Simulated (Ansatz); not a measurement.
`FC[SiH](F)Cl` + H₂S → `FC[SiH](S)Cl` + H–F  (ligand exchange at the Si–F bond)

Program: Ansatz. Geometries: PBE0-D4/def2-TZVP. ΔE: electronic, gas phase. CBS: MP2 limit from def2 TZ/QZ plus the TZ coupled-cluster correction, frozen cores. This one scheme is used for every species. Functionals use def2-TZVPP. B3LYP here is the variant with VWN-RPA as its local correlation; programs differ in this. Each species was taken in one conformer, which may not be the lowest.

```json
{"level": "PBE-D4", "ΔE (kcal/mol)": "16.5", "difference from CCSD(T)/CBS": "-2.5"}
{"level": "B2PLYP", "ΔE (kcal/mol)": "21.5", "difference from CCSD(T)/CBS": "2.5"}
{"level": "PBE", "ΔE (kcal/mol)": "17.9", "difference from CCSD(T)/CBS": "-1.1"}
{"level": "PBE0", "ΔE (kcal/mol)": "18.2", "difference from CCSD(T)/CBS": "-0.8"}
{"level": "B3LYP", "ΔE (kcal/mol)": "22.5", "difference from CCSD(T)/CBS": "3.5"}
{"level": "HF/def2-TZVPP", "ΔE (kcal/mol)": "25.6", "difference from CCSD(T)/CBS": "6.6"}
{"level": "HF/def2-QZVPP", "ΔE (kcal/mol)": "26.2", "difference from CCSD(T)/CBS": "7.2"}
{"level": "SCS-MP2/def2-QZVPP", "ΔE (kcal/mol)": "20.2", "difference from CCSD(T)/CBS": "1.2"}
{"level": "MP2/CBS(def2)", "ΔE (kcal/mol)": "17.5", "difference from CCSD(T)/CBS": "-1.5"}
{"level": "CCSD/CBS(def2)", "ΔE (kcal/mol)": "20.0", "difference from CCSD(T)/CBS": "1.0"}
{"level": "CCSD(T)/CBS", "ΔE (kcal/mol)": "19.0", "difference from CCSD(T)/CBS": "0"}
```

Largest T1 diagnostic among the species: 0.011.

In def2-TZVPP, CCSD(T) changes the Hartree–Fock value by −5.7 kcal/mol (the triples alone add −1.1 kcal/mol) and MP2 by −7.1 kcal/mol. The D4 term adds −2.3 kcal/mol with B3LYP and −1.2 kcal/mol with PBE0; it sums over pairs of atoms, weighted by their polarisabilities, and B3LYP, whose exchange is more repulsive, gets the larger term.
